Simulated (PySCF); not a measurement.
Isomers of C2H12OSi4.

All values: PBE0/pcSseg-1 (PySCF) at GFN2-xTB geometries, gas phase, one conformer each.

Question: Rank by HOMO energy, lowest first.
A. `[CH3:1][O:2][CH2:3][SiH:4]1[SiH2:5][SiH2:6][SiH2:7]1` with C1–O2–C3–Si4 180°, O2–C3–Si4–Si5 -46°, C3–Si4–Si5–Si6 94°, Si4–Si5–Si6–Si7 8°, Si5–Si6–Si7–Si4 -8°, C3–Si4–Si7–Si6 -94°
B. `[O:1]=[CH:2][SiH2:3][CH2:4][SiH2:5][SiH2:6][SiH3:7]` with O1–C2–Si3–C4 0°, C2–Si3–C4–Si5 18°, Si3–C4–Si5–Si6 -79°, C4–Si5–Si6–Si7 5°
C. `[CH3:1][Si:2]([SiH3:3])([SiH3:4])[SiH2:5][CH:6]=[O:7]` with C1–Si2–Si5–C6 150°, Si2–Si5–C6–O7 -11°
D. `[O:1]=[CH:2][CH2:3][SiH2:4][SiH2:5][SiH2:6][SiH3:7]` with O1–C2–C3–Si4 64°, C2–C3–Si4–Si5 -56°, C3–Si4–Si5–Si6 83°, Si4–Si5–Si6–Si7 -39°

Answer: D (-7.75 eV), A (-7.35 eV), B (-7.20 eV), C (-7.07 eV).

Question: Rank by the highest Hirshfeld charge on any atom, lowest value first.
A. `[CH3:1][O:2][CH2:3][SiH:4]1[SiH2:5][SiH2:6][SiH2:7]1` with C1–O2–C3–Si4 180°, O2–C3–Si4–Si5 -46°, C3–Si4–Si5–Si6 94°, Si4–Si5–Si6–Si7 8°, Si5–Si6–Si7–Si4 -8°, C3–Si4–Si7–Si6 -94°
B. `[CH3:1][Si:2]([SiH3:3])([SiH3:4])[SiH2:5][CH:6]=[O:7]` with C1–Si2–Si5–C6 150°, Si2–Si5–C6–O7 -11°
C. `[O:1]=[CH:2][SiH2:3][CH2:4][SiH2:5][SiH2:6][SiH3:7]` with O1–C2–Si3–C4 0°, C2–Si3–C4–Si5 18°, Si3–C4–Si5–Si6 -79°, C4–Si5–Si6–Si7 5°
D. `[O:1]=[CH:2][CH2:3][SiH2:4][SiH2:5][SiH2:6][SiH3:7]` with O1–C2–C3–Si4 64°, C2–C3–Si4–Si5 -56°, C3–Si4–Si5–Si6 83°, Si4–Si5–Si6–Si7 -39°

Answer: A (+0.172 e), B (+0.227 e), D (+0.259 e), C (+0.339 e).

Question: Rank by LUMO energy, lowest first.
A. `[O:1]=[CH:2][SiH2:3][CH2:4][SiH2:5][SiH2:6][SiH3:7]` with O1–C2–Si3–C4 0°, C2–Si3–C4–Si5 18°, Si3–C4–Si5–Si6 -79°, C4–Si5–Si6–Si7 5°
B. `[CH3:1][O:2][CH2:3][SiH:4]1[SiH2:5][SiH2:6][SiH2:7]1` with C1–O2–C3–Si4 180°, O2–C3–Si4–Si5 -46°, C3–Si4–Si5–Si6 94°, Si4–Si5–Si6–Si7 8°, Si5–Si6–Si7–Si4 -8°, C3–Si4–Si7–Si6 -94°
C. `[CH3:1][Si:2]([SiH3:3])([SiH3:4])[SiH2:5][CH:6]=[O:7]` with C1–Si2–Si5–C6 150°, Si2–Si5–C6–O7 -11°
D. `[O:1]=[CH:2][CH2:3][SiH2:4][SiH2:5][SiH2:6][SiH3:7]` with O1–C2–C3–Si4 64°, C2–C3–Si4–Si5 -56°, C3–Si4–Si5–Si6 83°, Si4–Si5–Si6–Si7 -39°

Answer: A (-1.80 eV), C (-1.60 eV), D (-1.43 eV), B (-1.10 eV).

All values together:

```csv
SMILES,μ (D),HOMO (eV),LUMO (eV),lowest IAO charge (e),highest IAO charge (e),lowest Hirshfeld charge (e),highest Hirshfeld charge (e)
COC[SiH]1[SiH2][SiH2][SiH2]1,2.17,-7.35,-1.10,-0.394 (O),+0.329 (Si),-0.111 (O),+0.172 (Si)
C[SiH2][Si@@H]([SiH3])[SiH2]C=O,1.62,-7.15,-1.62,-0.703 (C),+0.502 (Si),-0.212 (C),+0.255 (Si)
C[Si]([SiH3])([SiH3])[SiH2]C=O,2.38,-7.07,-1.60,-0.674 (C),+0.385 (Si),-0.212 (C),+0.227 (Si)
O=C[SiH2]C[SiH2][SiH2][SiH3],2.62,-7.20,-1.80,-0.814 (C),+0.707 (Si),-0.245 (C),+0.339 (Si)
O=CC[SiH2][SiH2][SiH2][SiH3],3.10,-7.75,-1.43,-0.562 (C),+0.466 (Si),-0.166 (O),+0.259 (Si)
```

Conformers: `[CH3:1][O:2][CH2:3][SiH:4]1[SiH2:5][SiH2:6][SiH2:7]1` with C1–O2–C3–Si4 180°, O2–C3–Si4–Si5 -46°, C3–Si4–Si5–Si6 94°, Si4–Si5–Si6–Si7 8°, Si5–Si6–Si7–Si4 -8°, C3–Si4–Si7–Si6 -94°; `[CH3:1][SiH2:2][Si@@H:3]([SiH3:4])[SiH2:5][CH:6]=[O:7]` with C1–Si2–Si3–Si4 -48°, Si2–Si3–Si5–C6 -82°, Si3–Si5–C6–O7 0°; `[CH3:1][Si:2]([SiH3:3])([SiH3:4])[SiH2:5][CH:6]=[O:7]` with C1–Si2–Si5–C6 150°, Si2–Si5–C6–O7 -11°; `[O:1]=[CH:2][SiH2:3][CH2:4][SiH2:5][SiH2:6][SiH3:7]` with O1–C2–Si3–C4 0°, C2–Si3–C4–Si5 18°, Si3–C4–Si5–Si6 -79°, C4–Si5–Si6–Si7 5°; `[O:1]=[CH:2][CH2:3][SiH2:4][SiH2:5][SiH2:6][SiH3:7]` with O1–C2–C3–Si4 64°, C2–C3–Si4–Si5 -56°, C3–Si4–Si5–Si6 83°, Si4–Si5–Si6–Si7 -39°.
